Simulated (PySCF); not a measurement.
## Substituent effects on chemical shifts

Parent skeleton `[CH:1]1=[CH:2][S:3][SiH2:4]1`; one hydrogen on atom 2 is replaced by X. Hydrogens on one atom are averaged.

How the numbers were obtained: geometry from GFN2-xTB, GIAO PBE0/pcSseg-1 shieldings, in PySCF (no solvent, one conformer, fast rotation and ring inversion assumed for equivalent nuclei, non-relativistic Hamiltonian).

δ = σ(ref) − σ, references computed at the same level: 13C (186.93 ppm), 29Si (349.16 ppm), 1H (31.72 ppm) against TMS; 33S (503.73 ppm) vs CS2.

Parent (X = H): C1 122.6, C2 170.2, S3 -32.8, Si4 -18.8, H(C1) 5.23, H(Si4) 5.58 ppm. Effects are Δδ = δ(X) − δ(H), positive for deshielding.

(1) Order these by the shift of C1, most shielded first.
A. X = cPr
B. X = CN
C. X = cBu
D. X = N(SiH3)2
E. X = CH=NH

(2) Order these by the shift of S3, most shielded first.
A. X = N(SiH3)2
B. X = CN
C. X = cPr
D. X = cBu
E. X = CH=NH
F. X = CH2OCH3

(3) Order these by the shift of C2, most shielded first.
A. X = CH2F
B. X = CH2OCH3
C. X = cBu
D. X = CH=NH
E. X = N(SiH3)2
F. X = CN

Results:

(1) D (-41.6 ppm), A (-21.1 ppm), C (-8.0 ppm), E (+4.0 ppm), B (+19.5 ppm).

(2) E (-43.3 ppm), D (-33.9 ppm), F (-12.9 ppm), A (+10.2 ppm), C (+25.5 ppm), B (+47.9 ppm).

(3) F (-22.9 ppm), D (+0.7 ppm), E (+3.1 ppm), A (+5.4 ppm), B (+8.6 ppm), C (+18.8 ppm).
